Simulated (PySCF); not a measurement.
CH₆AlO₄Si (SMILES [CH3][Al][O][Si](O)(O)O), doublet, at a GFN2-xTB geometry (such geometries of metal compounds can be far from the true shape) (the spin is typed, not shown lowest); PySCF with CCSD(T)/STO-3G.

Here is a job for PySCF.
```python
from pyscf import gto, scf, cc

mol = gto.Mole()
mol.atom = '''
    Al   -0.855922    1.614035    1.172263
    C    -2.884066    1.744809    1.238651
    H    -3.344572    0.872866    1.710662
    H    -3.329378    1.847849    0.245586
    H    -3.171159    2.622975    1.821002
    O     0.009935    0.450993    0.327011
    Si    0.767371   -0.730011   -0.524376
    O     0.592605   -2.150064    0.233932
    O     2.344548   -0.388112   -0.655968
    O     0.128881   -0.842499   -2.008105
    H    -0.264083   -2.565484    0.221800
    H     2.884467   -0.427051    0.127570
    H     0.305172   -0.144860   -2.631644
'''
mol.basis = 'sto-3g'
mol.charge = 0
mol.spin = 1
mol.verbose = 4
mol.build()

mf = scf.UHF(mol)
mf.kernel()

mycc = cc.CCSD(mf, frozen=15)
mycc.kernel()
et = mycc.ccsd_t()
print('E(CCSD(T)) = %.10f' % (mycc.e_tot + et))
```

Question: Predict the main parts of the log of this PySCF run.

Answer: 
```
PySCF version 2.14.0

[INPUT] verbose = 4
[INPUT] num. atoms = 13
[INPUT] num. electrons = 71
[INPUT] charge = 0
[INPUT] spin (= nelec alpha-beta = 2S) = 1
[INPUT] symmetry False subgroup None
[INPUT] Mole.unit = angstrom
[INPUT] Symbol           X                Y                Z      unit          X                Y                Z       unit  Magmom
[INPUT]  1 Al    -0.855922000000   1.614035000000   1.172263000000 AA   -1.617458163990   3.050084105462   2.215256015961 Bohr   0.0
[INPUT]  2 C     -2.884066000000   1.744809000000   1.238651000000 AA   -5.450094865170   3.297211149676   2.340711153919 Bohr   0.0
[INPUT]  3 H     -3.344572000000   0.872866000000   1.710662000000 AA   -6.320325083889   1.649477683445   3.232682671701 Bohr   0.0
[INPUT]  4 H     -3.329378000000   1.847849000000   0.245586000000 AA   -6.291612585152   3.491928529551   0.464090280027 Bohr   0.0
[INPUT]  5 H     -3.171159000000   2.622975000000   1.821002000000 AA   -5.992622007450   4.956704381581   3.441195052285 Bohr   0.0
[INPUT]  6 O      0.009935000000   0.450993000000   0.327011000000 AA    0.018774429048   0.852253254096   0.617961229720 Bohr   0.0
[INPUT]  7 Si     0.767371000000  -0.730011000000  -0.524376000000 AA    1.450121025934  -1.379520857920  -0.990927026295 Bohr   0.0
[INPUT]  8 O      0.592605000000  -2.150064000000   0.233932000000 AA    1.119861150048  -4.063032110287   0.442067411772 Bohr   0.0
[INPUT]  9 O      2.344548000000  -0.388112000000  -0.655968000000 AA    4.430553605897  -0.733425385657  -1.239599866479 Bohr   0.0
[INPUT] 10 O      0.128881000000  -0.842499000000  -2.008105000000 AA    0.243549792660  -1.592092370220  -3.794768479370 Bohr   0.0
[INPUT] 11 H     -0.264083000000  -2.565484000000   0.221800000000 AA   -0.499044544154  -4.848062136954   0.419141254429 Bohr   0.0
[INPUT] 12 H      2.884467000000  -0.427051000000   0.127570000000 AA    5.450852645346  -0.807009431222   0.241072361711 Bohr   0.0
[INPUT] 13 H      0.305172000000  -0.144860000000  -2.631644000000 AA    0.576691500886  -0.273745726404  -4.973086417355 Bohr   0.0

nuclear repulsion = 450.312137247969
number of shells = 31
number of NR pGTOs = 147
number of NR cGTOs = 49
basis = sto-3g
ecp = {}

******** <class 'pyscf.scf.uhf.UHF'> ********
method = UHF
initial guess = minao
damping factor = 0
level_shift factor = 0
DIIS = <class 'pyscf.scf.diis.CDIIS'>
diis_start_cycle = 1
diis_space = 8
diis_damp = 0
SCF conv_tol = 1e-09
SCF conv_tol_grad = None
SCF max_cycles = 50
direct_scf = True
direct_scf_tol = 1e-13
number electrons alpha = 36  beta = 35
Set gradient conv threshold to 3.16228e-05
init E= -861.594304170461

cycle= 1 E= -860.715298832992  delta_E= 0.879  |g|= 0.546  |ddm|=  3.2
cycle= 2 E= -860.943400530444  delta_E= -0.228  |g|= 0.157  |ddm|= 1.05
cycle= 3 E= -860.962338194172  delta_E= -0.0189  |g|= 0.0482  |ddm|= 0.268
cycle= 4 E= -860.965395850902  delta_E= -0.00306  |g|= 0.0185  |ddm|= 0.121
cycle= 5 E= -860.966257257813  delta_E= -0.000861  |g|= 0.00791  |ddm|= 0.0776
cycle= 6 E= -860.966464975523  delta_E= -0.000208  |g|= 0.00345  |ddm|= 0.0428
cycle= 7 E= -860.966504504292  delta_E= -3.95e-05  |g|= 0.00139  |ddm|= 0.0193
cycle= 8 E= -860.966510363423  delta_E= -5.86e-06  |g|= 0.000537  |ddm|= 0.00741
cycle= 9 E= -860.966511029686  delta_E= -6.66e-07  |g|= 0.000243  |ddm|= 0.00222
cycle= 10 E= -860.966511167957  delta_E= -1.38e-07  |g|= 6.75e-05  |ddm|= 0.00104
cycle= 11 E= -860.966511177723  delta_E= -9.77e-09  |g|= 1.48e-05  |ddm|= 0.000276
cycle= 12 E= -860.966511178148  delta_E= -4.25e-10  |g|= 4.09e-06  |ddm|= 5.42e-05
Extra cycle  E= -860.966511178172  delta_E= -2.43e-11  |g|= 2.2e-06  |ddm|= 8.85e-06
converged SCF energy = -860.966511178172  <S^2> = 0.75967743  2S+1 = 2.0096541

******** <class 'pyscf.cc.uccsd.UCCSD'> ********
CC2 = 0
CCSD nocc = (np.int64(21), np.int64(20)), nmo = (34, 34)
frozen orbitals 15
max_cycle = 50
direct = 0
conv_tol = 1e-07
conv_tol_normt = 1e-06
diis_space = 6
diis_start_cycle = 0
diis_start_energy_diff = 1e+09
Init t2, MP2 energy = -0.230843868113052
Init E_corr(UCCSD) = -0.230843868118053
cycle = 1  E_corr(UCCSD) = -0.262559629206258  dE = -0.0317157611  norm(t1,t2) = 0.113668
cycle = 2  E_corr(UCCSD) = -0.279248572519717  dE = -0.0166889433  norm(t1,t2) = 0.0379397
cycle = 3  E_corr(UCCSD) = -0.283024105170551  dE = -0.00377553265  norm(t1,t2) = 0.0215869
cycle = 4  E_corr(UCCSD) = -0.287032399675592  dE = -0.00400829451  norm(t1,t2) = 0.00963555
cycle = 5  E_corr(UCCSD) = -0.286804008727542  dE = 0.000228390948  norm(t1,t2) = 0.00353892
cycle = 6  E_corr(UCCSD) = -0.286708259404333  dE = 9.57493232e-05  norm(t1,t2) = 0.00130421
cycle = 7  E_corr(UCCSD) = -0.286738979813519  dE = -3.07204092e-05  norm(t1,t2) = 0.000685003
cycle = 8  E_corr(UCCSD) = -0.286742510933148  dE = -3.53111963e-06  norm(t1,t2) = 0.000254391
cycle = 9  E_corr(UCCSD) = -0.28674683948863  dE = -4.32855548e-06  norm(t1,t2) = 0.000133183
cycle = 10  E_corr(UCCSD) = -0.286747345215035  dE = -5.05726406e-07  norm(t1,t2) = 6.10744e-05
cycle = 11  E_corr(UCCSD) = -0.286746570284297  dE = 7.74930739e-07  norm(t1,t2) = 1.83242e-05
cycle = 12  E_corr(UCCSD) = -0.286746346492846  dE = 2.2379145e-07  norm(t1,t2) = 9.40407e-06
cycle = 13  E_corr(UCCSD) = -0.286746128308036  dE = 2.1818481e-07  norm(t1,t2) = 4.13291e-06
cycle = 14  E_corr(UCCSD) = -0.286746026246859  dE = 1.02061177e-07  norm(t1,t2) = 1.73814e-06
cycle = 15  E_corr(UCCSD) = -0.28674598561511  dE = 4.06317488e-08  norm(t1,t2) = 8.74732e-07
UCCSD converged
E(UCCSD) = -861.253257163787  E_corr = -0.2867459856151101
UCCSD(T) correction = -0.0091494027744992
E(CCSD(T)) = -861.2624065666
```
